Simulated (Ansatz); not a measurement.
`[SiH3][BH][GeH2][Cl]` + silanol → `[SiH3]BO[SiH3]` + `[Cl][GeH3]` at 600 K and 1 bar (cleavage of the B–Ge bond).

Calculated with Ansatz (gas phase, PBE0-D4/def2-TZVP geometries, no zero-point term in ΔE). CBS: MP2 limit from def2 TZ/QZ plus the TZ coupled-cluster correction, frozen cores. For Ge outer-core shells are correlated without core-valence functions, which leaves a few kJ/mol of doubt a bond. Scalar relativity is left out up to krypton. Each species was taken in one conformer, which may not be the lowest.

| species | CCSD(T)/CBS energy (Eh) | H − E (kJ/mol) | S (J/(mol·K)) |
| --- | --- | --- | --- |
| `[SiH3][BH][GeH2][Cl]` | -2853.36466 | 207.6 | 485.4 |
| `O[SiH3]` | -366.69042 | 135.7 | 307.9 |
| `[SiH3]BO[SiH3]` | -682.38605 | 241.5 | 458.6 |
| `[Cl][GeH3]` | -2537.71925 | 96.6 | 309.8 |

H − E and S are ideal-gas, rigid-rotor, harmonic terms from PBE0-D4/def2-TZVP, for one conformer and one mirror image of each species. 1 Eh = 2625.50 kJ/mol, R = 8.31446 J/(mol·K).

Problem. By hand: ΔE, ΔH, ΔS and ΔG.

Solution. ΔE = (-682.38605) + (-2537.71925) − (-2853.36466) − (-366.69042) = -0.05022 Eh = -131.9 kJ/mol. Δ(H − E) = 241.5 + 96.6 − 207.6 − 135.7 = -5.2, so ΔH = -137.1 kJ/mol. ΔS = 458.6 + 309.8 − 485.4 − 307.9 = -24.9 J/(mol·K). ΔG = -137.1 − 600 × (-24.9)/1000 = -122.2 kJ/mol.

Problem. By hand: the equilibrium constant, and the temperature at which ΔG would vanish if ΔH and ΔS stayed fixed.

Solution. log₁₀ K = −ΔG/(RT ln 10) = 10.6. ΔG = 0 at ΔH/ΔS = 5506 K, far beyond where these terms or the molecules hold.

ΔH outweighs TΔS. A doubt of 5 kJ/mol in ΔE shifts log₁₀ K by 0.4 here. Other conformers and mirror images would add mixing entropy, several J/(mol·K) or more a flexible species. Modes under 60 cm⁻¹, often nearly free rotors, make the harmonic entropy too high. These are equilibria of isolated gas molecules and say nothing of rates. Largest T1 diagnostic: 0.014 (customary marks: 0.02 for closed shells, 0.045 for open ones).
